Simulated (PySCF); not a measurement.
How the method changes the constants of NaSe⁻

State: ¹Σ⁺ (singlet), closed shell. Set-up: PySCF, no relativity, basis sets Na def2-SVPD, Se def2-SVPD. De refers to Na + Se⁻ in their high-spin ground configurations, without counterpoise correction. A positive dipole points towards Se; it is taken about the centre of mass and depends on that origin.

```
      Level  Re (Å)  ωe (cm⁻¹)  De (eV)  μ (D)  CPU s a point (SCF and correlation, without the integrals)
        RHF   2.548        300      n/a  -8.14                                                        0.13
    RHF-MP2   2.588        271      n/a    n/a                                                        0.21
RHF-SCS-MP2   2.592        267      n/a    n/a                                                         n/a
   RHF-CCSD   2.581        272      n/a    n/a                                                         n/a
RHF-CCSD(T)   2.603        259      n/a    n/a                                                         3.6
        PBE   2.562        271     1.67  -4.34                                                        0.82
     r²SCAN   2.547        283     1.61  -5.05                                                         1.2
      M06-L   2.560        273     1.77  -5.03                                                         1.1
       PBE0   2.537        286     1.45  -5.57                                                         1.3
    r²SCAN0   2.530        294     1.44  -6.08                                                        0.99
     M06-2X   2.517        306     1.52  -6.46                                                           1
    LC-ωPBE   2.499        311     1.18  -7.63                                                         1.1
```

Problem. What does a quarter of exact exchange do here, going from PBE to PBE0?

Solution. PBE0 less PBE: -2.5 pm in Re, +5.5 % in ωe, -0.22 eV in De. Exact exchange removes part of the self-interaction that spreads semilocal densities, and in most molecules shortens and stiffens the bond and lowers De; so it does here.

Problem. What does the step from GGA to meta-GGA do here, going from PBE to r²SCAN?

Solution. r²SCAN less PBE: -1.5 pm in Re, +4.4 % in ωe, -0.06 eV in De. 

Problem. What does a quarter of exact exchange do here, going from r²SCAN to r²SCAN0?

Solution. r²SCAN0 less r²SCAN: -1.7 pm in Re, +3.9 % in ωe, -0.17 eV in De. Exact exchange removes part of the self-interaction that spreads semilocal densities, and in most molecules shortens and stiffens the bond and lowers De; so it does here.

Correlated steps freeze 10 core orbitals. For an ion De counts to the pair picked by the measured ionisation energies or electron affinities, which need not be the lowest pair at this level. The highest Kohn–Sham level is positive in this anion. Much of that is self-interaction error, but it also means that the finite basis helps to hold the extra electron. The CCSD T1 diagnostic is raised, a sign that a single reference may not be enough here.

The whole job (state search and all levels along the bond) took about 2.9 min on 1 thread of Intel Xeon Platinum 8259CL @ 2.50GHz (shared host), peak memory 0.82 GiB.
